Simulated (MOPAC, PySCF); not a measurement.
CH$_{5}$In, SMILES `[CH3][InH2]`, neutral singlet in the gas phase. 

Z-matrix (Å, degrees):
```
C
H 1 1.0883
H 1 1.0907 2 109.36
H 1 1.0914 2 109.02 3 -117.52
In 1 2.1741 2 111.49 4 -120.81
H 5 1.7369 1 121.03 2 5.63
H 5 1.7381 6 119.28 1 -179.78
```
Charge 0, spin multiplicity 1.

All levels are single points at this geometry (B3LYP-D3(BJ)/def2-TZVP); Pople sets use spherical d functions. Orbital energies aren't observables, and empty levels follow the basis.

TPSSh-D3(BJ)/def2-TZVP in PySCF gives gap (eV) = 5.08.

Question: Estimate the gap (eV) from each of these levels: PBE-D3(BJ)/def2-TZVP in PySCF; B3LYP/6-311+G** (LANL2DZ on In) in PySCF; B3LYP/6-31G* (LANL2DZ on In) in PySCF; B3LYP/LANL2DZ in PySCF; BP86/6-31G* (LANL2DZ on In) in PySCF; M06-2X/6-31G* (LANL2DZ on In) in PySCF; PBE/6-31G* (LANL2DZ on In) in PySCF; SVWN5/6-31G* (LANL2DZ on In) in PySCF; HF/6-31G* (LANL2DZ on In) in PySCF; AM1 in MOPAC; PM3 in MOPAC; PM7 in MOPAC.

Answer: 
```
level                                     gap (eV)
----------------------------------------  --------
PBE-D3(BJ)/def2-TZVP in PySCF                 4.10
B3LYP/6-311+G** (LANL2DZ on In) in PySCF      5.69
B3LYP/6-31G* (LANL2DZ on In) in PySCF         5.59
B3LYP/LANL2DZ in PySCF                        5.62
BP86/6-31G* (LANL2DZ on In) in PySCF          4.17
M06-2X/6-31G* (LANL2DZ on In) in PySCF        7.52
PBE/6-31G* (LANL2DZ on In) in PySCF           4.10
SVWN5/6-31G* (LANL2DZ on In) in PySCF         4.04
HF/6-31G* (LANL2DZ on In) in PySCF           11.10
AM1 in MOPAC                                  8.42
PM3 in MOPAC                                  8.10
PM7 in MOPAC                                 12.12
```
